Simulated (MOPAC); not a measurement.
MOPAC input (PM7):

```
PM7 1SCF CHARGE=1 GEO-OK AUX(PRECISION=9) THREADS=1
CAuO

Au   -0.00000000 1   -0.00000000 1   -0.38970877 1
O     0.00000000 1    0.00000000 1    2.67694241 1
C     0.00000000 1    0.00000000 1    1.56190893 1
```

From the last part of the output:

```
                                                       MOPAC v23.2.5 Linux

          FINAL HEAT OF FORMATION =        230.97612 KCAL/MOL =     966.40408 KJ/MOL

          COSMO AREA              =         79.74 SQUARE ANGSTROMS
          COSMO VOLUME            =         60.84 CUBIC ANGSTROMS

          IONIZATION POTENTIAL    =         17.171046 EV
          HOMO LUMO ENERGIES (EV) =        -17.171 -6.160
          NO. OF FILLED LEVELS    =         10
          MOLECULAR WEIGHT        =        224.9769         POINT GROUP:  C*v

          MOLECULAR DIMENSIONS (Angstroms)

            Atom       Atom       Distance
            O     2   Au     1     3.06665
            O     2   Au     1     0.00000
           Au     1    O     2     0.00000

          SCF CALCULATIONS        =          1

   ATOM   CHEMICAL          X               Y               Z
  NUMBER   SYMBOL      (ANGSTROMS)     (ANGSTROMS)     (ANGSTROMS)

     1      Au         -0.00000000  *  -0.00000000  *  -0.38970877  *
     2       O          0.00000000  *   0.00000000  *   2.67694241  *
     3       C          0.00000000  *   0.00000000  *   1.56190893  *

                             CARTESIAN COORDINATES

   1   Au       -0.000000000    -0.000000000    -0.389708770
   2    O        0.000000000     0.000000000     2.676942410
   3    C        0.000000000     0.000000000     1.561908930

           Empirical Formula: C O Au  =     3 atoms

      MOLECULAR POINT GROUP   :   C*v

                  EIGENVALUES
 -41.89820 -29.06299 -22.63322 -22.63322 -22.37570 -18.90749 -18.90749 -18.42383
 -18.42383 -17.17105  -6.16030  -5.95725  -5.95725  -1.98288  61.02907  61.35341
  61.35341

              NET ATOMIC CHARGES AND DIPOLE CONTRIBUTIONS

  ATOM NO.   TYPE          CHARGE      No. of ELECS.   s-Pop       p-Pop       d-Pop
    1         Au           0.425626       10.5744     0.81562     0.02721     9.73155
    2          O           0.016320        5.9837     1.85017     4.13351
    3          C           0.558054        3.4419     1.33790     2.10404
 DIPOLE           X         Y         Z       TOTAL
 POINT-CHG.     0.000     0.000     3.924     3.924
 HYBRID         0.000     0.000    -0.725     0.725
 SUM            0.000     0.000     3.199     3.199

          ATOMIC ORBITAL ELECTRON POPULATIONS

     Atom    s        px        py        pz      x^2-y^2     xz        z^2       yz        xy
    1 Au   0.81562   0.00097   0.00097   0.02527   2.00000   1.95339   1.82476   1.95339   2.00000
    2  O   1.85017   1.42041   1.42041   1.29269
    3  C   1.33790   0.62523   0.62523   0.85359

 **********************
 *                    *
 * JOB ENDED NORMALLY *
 *                    *
 **********************

 == MOPAC DONE ==
```

The dipole moment of an ion depends on the origin.
